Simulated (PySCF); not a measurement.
CsI. Atoms are numbered in the order given.

```xyz
2

Cs     0.0000     0.0000    -1.6395
I      0.0000     0.0000     1.7014
```

The structure is a stationary point at PBE-D3(BJ)/def2-TZVPD. The def2 effective core potentials stand for the cores of Cs, I; spin–orbit coupling is left out.

Method: TDA-PBE/def2-TZVPD in PySCF.

Vertical excitations; the highest root listed may be one member of a degenerate set. Isolated molecule, no solvent. State labels are in the subgroup C2v.

Computed lowest excited states:
| state | symmetry | energy (eV) | λ (nm) | f | main pairs |
|---|---|---|---|---|---|
| S1 | B1 | 2.62 | 474 | 0.005 | HOMO−1→LUMO (degenerate set) |
| S2 | B2 | 2.62 | 474 | 0.005 | HOMO→LUMO (degenerate set) |
| S3 | A1 | 2.95 | 421 | 0.103 | HOMO−2→LUMO 98 % |
| S4 | B1 | 3.88 | 319 | 0.025 | HOMO−1→LUMO+1 (degenerate set) |
| S5 | B2 | 3.88 | 319 | 0.025 | HOMO→LUMO+1 (degenerate set) |
| S6 | A2 | 3.88 | 319 | 0.000 | HOMO−1→LUMO+3, HOMO→LUMO+2 (degenerate set) |
| S7 | A1 | 3.88 | 319 | 0.000 | HOMO−1→LUMO+2, HOMO→LUMO+3 (degenerate set) |
| S8 | A1 | 3.89 | 319 | 0.009 | HOMO→LUMO+3 50 %, HOMO−1→LUMO+2 50 % |
| S9 | A2 | 3.90 | 318 | 0.000 | HOMO→LUMO+2 50 %, HOMO−1→LUMO+3 50 % |
| S10 | B1 | 4.07 | 305 | 0.009 | HOMO−2→LUMO+2 99 % |
| T1 | B2 | 2.58 | 480 | 0 | HOMO→LUMO (degenerate set) |
| T2 | B1 | 2.58 | 480 | 0 | HOMO−1→LUMO (degenerate set) |
| T3 | A1 | 2.73 | 454 | 0 | HOMO−2→LUMO 100 % |
| T4 | B2 | 3.84 | 323 | 0 | HOMO→LUMO+1 99 % |
Triplets are in the Tamm–Dancoff approximation.
